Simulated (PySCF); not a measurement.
## N(2+) (nitrogen, charge +2) across methods

[He] 2s2 2p1, 2P determinant. Calculation: PySCF 2.14, in aug-cc-pV5Z (7s6p5d4f3g2h, 127 functions); no relativity, point nucleus.

```tsv
method	E (hartree)	mean ε 2s α (eV)	mean ε 2s β (eV)	mean ε 2p α (eV)	Σ⟨r²⟩ (bohr²)	⟨S²⟩
PBE0	-52.9068	-52.185	-49.704	-41.265	4.957	0.752
TPSS	-52.9801	-50.236	-48.031	-39.459	4.942	0.752
r2SCAN	-52.9319	-50.361	-48.079	-39.785	4.954	0.753
LDA	-52.4802	-49.571	-47.587	-38.585	5.001	0.751
M06	-52.9414	-51.902	-49.758	-41.003	4.940	0.751
M06-2X	-52.9642	-54.302	-51.605	-43.177	4.951	0.751
PBE	-52.8951	-49.714	-47.783	-38.837	4.967	0.751
UHF	-52.82048	-58.751	-54.131	-48.043	4.968	0.754
```
